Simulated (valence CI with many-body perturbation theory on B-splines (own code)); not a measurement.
**Which ion has this spectrum?**

A relativistic CI+MBPT calculation for an atom or ion with 14 electrons gives these levels (cm⁻¹):

```csv
J,Parity,E,g
0,even,0,
1,even,233746,1.50
2,even,273316,1.22
2,even,536255,1.27
0,even,627004,
2,odd,841019,1.75
1,odd,970862,0.86
2,odd,1063388,1.43
3,odd,1127638,1.32
2,odd,1149796,0.87
0,odd,1215331,
1,odd,1238598,1.27
2,odd,1272247,0.98
3,odd,1310165,1.11
```

The energies are calculated, and their last digits are not significant.

(1) Which is it?
A. Mo28+
B. Ru30+
C. Rh31+
D. Tc29+

Answers

(1) C. Rh31+, ground level (3s^2 3p1/2^2) J=0.
